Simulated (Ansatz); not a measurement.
Total energies of Ge(CCH)2Me2 (C₆H₈Ge) from Ansatz at PBE0-D4/def2-TZVP, gas phase (1 Eh = 27.2114 eV = 2625.5 kJ/mol). The reference geometry is relaxed at PBE0-D4/def2-SVP.

```json
{"state": "charge 0 singlet", "geometry": "reference", "energy (Eh)": "-2309.88195"}
{"state": "charge 1 doublet", "geometry": "reference", "energy (Eh)": "-2309.53270"}
{"state": "charge 1 doublet", "geometry": "relaxed at PBE0-D4/def2-SVP", "energy (Eh)": "-2309.53781"}
{"state": "free Ge atom (triplet)", "geometry": "–", "energy (Eh)": "-2076.65516"}
{"state": "free C atom (triplet)", "geometry": "–", "energy (Eh)": "-37.80537"}
{"state": "free H atom (doublet)", "geometry": "–", "energy (Eh)": "-0.50104"}
```

**Question.** Work out the vertical ionisation energy to the doublet.

**Answer.** E(charge 1 doublet) − E(charge 0 singlet) = -2309.53270 − (-2309.88195) = 0.34925 Eh = 9.50 eV. For comparison, −ε of the highest occupied level is 7.79 eV at this level, 1.71 eV less.

**Question.** How much does the charge 1 doublet relax, and what is the adiabatic ionisation energy?

**Answer.** Relaxation: -2309.53270 − (-2309.53781) = 0.00511 Eh = 0.14 eV. Adiabatic ionisation energy: 0.34414 Eh = 9.36 eV, without zero-point energy. 

**Question.** What is the binding energy per atom against free atoms?

**Answer.** Atoms: 1 × (-2076.65516) + 6 × (-37.80537) + 8 × (-0.50104) = -2307.49570 Eh. Binding: -2307.49570 − (-2309.88195) = 2.38625 Eh = 64.93 eV, or 4.33 eV for each of 15 atoms (no zero-point energy, no counterpoise term).
